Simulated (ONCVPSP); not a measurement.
# V: one change to an ONCV potential, before and after

```
Element                 : V
Generator               : ONCVPSP 4.0.1
Type                    : optimised norm-conserving Vanderbilt (ONCV)
Functional              : PW91
Relativity              : scalar-relativistic
Frozen core             : [Ne]
Valence charge          : 13
Reference configuration : 3s2 3p6 3d3 (charge +2)
Partial waves           : 3s: rc 1.00 bohr, ncon 4, nbas 8, qcut 6.9 1/bohr, 2 projectors, debl 0.5 Ha; 3p: rc 1.55 bohr, ncon 4, nbas 9, qcut 8.9 1/bohr, 2 projectors, debl 1.7 Ha; 3d: rc 2.20 bohr, ncon 4, nbas 7, qcut 5.8 1/bohr, 2 projectors, debl 2.8 Ha
Local potential         : polynomial inside 0.95 bohr (lpopt 5, dvloc0 3 Ha)
Core correction         : Teter function, fcfact 2.75, rcfact 1.55
```

In the s channel the program set the typed energies aside and used -3.190, 0.250 Ha. In the p channel the program set the typed energies aside and used -2.229, 0.250 Ha.

All-electron outer shells of the reference configuration (PW91, scalar-relativistic, ld1.x):

| shell | level (eV) | outermost node (bohr) | outermost maximum (bohr) |
| --- | --- | --- | --- |
| 3s | -86.81 | 0.38 | 0.82 |
| 3p | -60.66 | 0.35 | 0.84 |
| 3d | -21.40 | – | 0.88 |

Change: d: rc 2.74.

Cutoffs: the cutoffs (Ha) at which the residual kinetic energy of the hardest occupied pseudo-wave falls to 1 and 0.1 mHa per electron; they do not see the model core or the augmentation charge, which bear on the density cutoff. Errors are all-electron minus pseudo energies relative to the spin-unpolarised reference configuration.

How do hardness, ghosts and transferability respond?

The potential gets neither clearly harder nor softer (147 Ha and 180 Ha → 147 Ha and 180 Ha); the s channel sets the loose cutoff, while the largest relative change is in d, which becomes softer; of the 4 tests that both files solve, the error grows in 4 and shrinks in 0 by more than 15 % and 0.3 meV (median size 168.2 → 269.9 meV); neither file shows a bound ghost. More of the atom is replaced by a form fitted at one configuration, so other configurations suffer.

| quantity | base | changed |
| --- | --- | --- |
| cutoff, loose | 147 Ha | 147 Ha |
| cutoff, tight | 180 Ha | 180 Ha |
| loose cutoff by channel | s 147 Ha, p 24 Ha, d 17 Ha | s 147 Ha, p 24 Ha, d 13 Ha |
| bound ghosts | none | none |
| GHOST(+) flags under 300 eV | none | none |
| error for 3s2 3p6 3d3 4s2, meV [ΔE -22.11 eV] | +1.0 | -77 |
| error for 3s2 3p6 3d3 4s1, meV [ΔE -14.32 eV] | -1.7 | -38 |
| error for 3s2 3p6 3d2, meV [ΔE 29.00 eV] | +337 | +612 |
| error for 3s2 3p6 3d2 4s2, meV [ΔE -11.06 eV] | +335 | +463 |
| s: phases at 1.01 bohr within 0.05 rad from the reference energy up to (Ha; the scan ends near 5) | to the end of the scan | to the end of the scan |
| p: phases at 1.58 bohr within 0.05 rad from the reference energy up to (Ha; the scan ends near 5) | to the end of the scan | to the end of the scan |
| rms error of d²Exc/dni dnj with the model core, mHa | 2.53 | 4.67 |
